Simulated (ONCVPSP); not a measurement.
## How hard is this Si (Z = 14) ONCV potential?

- Element: Si (Z = 14)
- Generator: ONCVPSP 4.0.1
- Type: optimised norm-conserving Vanderbilt (ONCV)
- Functional: PBEsol
- Relativity: scalar-relativistic
- Frozen core: [Ne]
- Valence charge: 4
- Reference configuration: 3s2 3p2
- Partial waves: 3s: rc 1.70 bohr, ncon 3, nbas 8, qcut 3.2 1/bohr, 2 projectors, debl 0.4 Ha; 3p: rc 1.65 bohr, ncon 3, nbas 8, qcut 5.6 1/bohr, 1 projector; d scattering state at 0.13 Ha: rc 1.80 bohr, ncon 5, nbas 10, qcut 5.2 1/bohr, 2 projectors, debl 2.2 Ha
- Local potential: polynomial inside 1.35 bohr (lpopt 2, dvloc0 4 Ha)
- Core correction: Teter function, fcfact 2, rcfact 1.2

Question: For each optimised wave give the share of its norm inside rc, the residual kinetic energy above qcut (Ha) and the cutoffs (Ha) for errors of 10, 1, 0.1 and 0.01 mHa per electron.

Answer:

```tsv
wave	norm inside rc	residual KE	10 mHa	1 mHa	0.1 mHa	0.01 mHa
3s	0.318	4.5e-03	4.1	14.9	65.1	not reached
s projector 2	0.030	6.6e-04	0.8	4.6	14.3	85.6
3p	0.156	3.6e-06	2.1	3.3	8.3	11.3
d projector 1	0.056	1.7e-04	4.5	9.8	15.2	97.2
d projector 2	0.166	1.4e-02	14.3	28.5	83.8	132.6
```

The occupied waves need 15 Ha and 65 Ha for 1 and 0.1 mHa.
